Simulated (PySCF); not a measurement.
Isomers of [C6H8F3]+ (charge +1), one GFN2-xTB conformer each. Single-point energies are computed at PBE0/pcSseg-1 (PySCF, gas phase, no added dispersion term), electronic only.

Task: Rank them by PBE0/pcSseg-1 energy, lowest first (kcal/mol).
A. `[CH2:1]=[CH:2][C+:3]([CH2:4][F:5])[CH2:6][CH:7]([F:8])[F:9]` (charge +1) with C1–C2–C3–C4 -173°, C2–C3–C4–F5 173°, C2–C3–C6–C7 -90°, C3–C6–C7–F8 172°
B. `C[C+](C)/C=C\C(F)(F)F`
C. `[CH2:1]=[CH:2][C+:3]([CH3:4])[CH2:5][C:6]([F:7])([F:8])[F:9]` (charge +1) with C1–C2–C3–C4 175°, C2–C3–C5–C6 -77°

Result: C (0.0), B (5.3), A (18.9).

GFN2-xTB itself gives, in the same order: 0.0, 0.0, 13.7. GFN2-xTB puts C[C+](C)/C=C\C(F)(F)F lowest instead; measured from each level's own lowest isomer, the values differ by up to 5.3 kcal/mol (C[C+](C)/C=C\C(F)(F)F: 0.0 against 5.3).

Task: Which frontier levels and rotational constants go with these structures?

Result: 
```
               SMILES  HOMO (eV, PBE0/pcSseg-1)  LUMO (eV)      A, B, C (MHz)
  C=C[C+](C)CC(F)(F)F                    -14.45      -9.24   2313, 1332, 1029
C[C+](C)/C=C\C(F)(F)F                    -14.28      -9.19  3201, 1021, 937.0
    C=C[C+](CF)CC(F)F                    -14.16      -9.32  1755, 1370, 873.6
```
